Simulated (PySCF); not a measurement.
Ar²⁺ (argon, charge +2) across methods

[Ne] 3s2 3p3 3d1, high-spin 5D determinant (an excited configuration). Calculation: PySCF 2.14, in aug-cc-pwCVDZ; the non-relativistic Hamiltonian (point nucleus).

```tsv
method	E (hartree)	mean ε 3s β (eV)	mean ε 3p α (eV)	mean ε 3d α (eV)	Σ⟨r²⟩ (bohr²)	⟨S²⟩
LC-wPBE	-525.1139	-53.520	-43.872	-21.003	16.72	6.000
r2SCAN	-525.2180	-48.618	-39.507	-16.786	16.77	6.001
PBE0	-525.0964	-50.265	-40.900	-18.056	16.76	6.001
M06-L	-525.2394	-48.630	-39.314	-16.397	16.70	6.002
revPBE	-525.1728	-48.488	-38.627	-16.599	16.76	6.000
UHF	-524.63441	-53.372	-46.848	-21.842	16.84	6.001
r2SCAN0	-525.2203	-50.221	-41.491	-18.182	16.76	6.001
LDA	-523.6254	-48.896	-38.624	-16.442	16.82	6.000
PBE	-525.0551	-48.608	-38.645	-16.598	16.78	6.000
```

The outer electron is Rydberg-like, and this basis confines it to a smaller radius and binds it less than a complete one would.
